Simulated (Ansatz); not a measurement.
Start from `BSBS` and change one atom or group to get `[AlH2][S]BS`.

Ansatz, PBE0-D4/def2-TZVP geometries, multiplicity 1. Each molecule was computed in one conformer, which needn't be the lowest.

```csv
property,`BSBS`
zero-point energy (PBE0-D4/def2-TZVP) / kJ/mol,120.3
LUMO energy (PBE0/def2-TZVPP) / eV,-1.92
HOMO energy (ωB97M-V/def2-TZVPP) / eV,-10.08
HOMO energy (PBE0/def2-TZVPP) / eV,-8.01
size of the dipole moment (B3LYP/def2-TZVPP) / D,1.42
HOMO energy (B3LYP/def2-TZVPP) / eV,-7.76
```

Task: Give the same properties after the change, and the shifts. (Best estimate.)

Result: The calculation gave: 
```json
{"property": "zero-point energy (PBE0-D4/def2-TZVP) / kJ/mol", "`[AlH2][S]BS`": "101.8", "shift": "-18.5"}
{"property": "LUMO energy (PBE0/def2-TZVPP) / eV", "`[AlH2][S]BS`": "-2.02", "shift": "-0.10"}
{"property": "HOMO energy (ωB97M-V/def2-TZVPP) / eV", "`[AlH2][S]BS`": "-9.79", "shift": "0.29"}
{"property": "HOMO energy (PBE0/def2-TZVPP) / eV", "`[AlH2][S]BS`": "-7.72", "shift": "0.29"}
{"property": "size of the dipole moment (B3LYP/def2-TZVPP) / D", "`[AlH2][S]BS`": "1.61", "shift": "0.19"}
{"property": "HOMO energy (B3LYP/def2-TZVPP) / eV", "`[AlH2][S]BS`": "-7.46", "shift": "0.30"}
```

With PBE0 the HOMO rises by 0.29 eV and the LUMO falls by 0.10 eV, so the gap narrows by about 0.39 eV. PBE moves the HOMO by 0.34 eV and ωB97M-V by 0.29 eV. Dipoles are sizes alone; their direction can turn.

B3LYP here is the variant with VWN-RPA as its local correlation; programs differ in this.
